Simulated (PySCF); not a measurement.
**Excitation energy of Pd⁺ by level of theory**

Pd⁺ [Kr] 4d9 (2D) → Pd⁺ [Kr] 4d8 5s1 (4F), as a difference of total energies. All numbers are calculated (PySCF 2.14, the spin-free X2C one-electron Hamiltonian (Gaussian nucleus), in x2c-TZVPPall with one added diffuse shell each of s, p, d, f type (9s7p7d3f1g, 95 functions)). Correlated levels: valence and next inner shell: [Ar] 3d10 frozen. The calculations carry no spin-orbit coupling.

```json
{"method": "UHF", "excitation energy (eV)": "2.347", "error (eV)": "-0.847"}
{"method": "MP2 (valence and next inner shell)", "excitation energy (eV)": "3.301", "error (eV)": "+0.107"}
{"method": "SCS-MP2 (valence and next inner shell)", "excitation energy (eV)": "3.315", "error (eV)": "+0.121"}
{"method": "CCSD (valence and next inner shell)", "excitation energy (eV)": "3.006", "error (eV)": "-0.188"}
{"method": "CCSD(T) (valence and next inner shell)", "excitation energy (eV)": "3.049", "error (eV)": "-0.145"}
```

Reference: 3.194 eV (measured; NIST levels, between the centres of gravity of the two terms).

Errors of the correlated levels include the incompleteness of this basis and the frozen core.
